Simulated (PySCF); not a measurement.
Compound: C₅H₂FN₂ (charge -1).
SMILES: `C(c1cc[n-]c1F)#N`

The closed-shell ground state was solved at several levels (PySCF, density fitting, gas phase, non-relativistic). Isolated species at its PBE0-D3(BJ)/def2-SVP geometry, gas phase. No diffuse functions stand in pcJ-1, pcSseg-1 and pcSseg-2, which bears on an anion's orbital energies.

```csv
level,basis functions,total energy (Eh),HOMO (eV),LUMO (eV),gap (eV)
B3LYP/pcSseg-2,316,-401.2727,-1.29,4.18,5.47
CAM-B3LYP/def2-SVPD,179,-400.6639,-2.73,5.12,7.85
B3LYP/pcJ-1,236,-401.1166,-1.12,4.61,5.73
```

Task: Estimate the row for PBE0/pcSseg-1, a basis of 146 functions; the other rows only guide the guess.

Result: Total energy -400.6271 Eh, HOMO -1.35 eV, LUMO 4.80 eV, gap 6.15 eV.

Task: Over all these levels, which gives the widest orbital gap and which the narrowest?

Result: CAM-B3LYP/def2-SVPD (range-separated hybrid) has the widest, 7.85 eV, and B3LYP/pcSseg-2 (global hybrid, 20 % exact exchange) the narrowest, 5.47 eV. Functional and basis both differ between the two, so the spread mixes both effects.
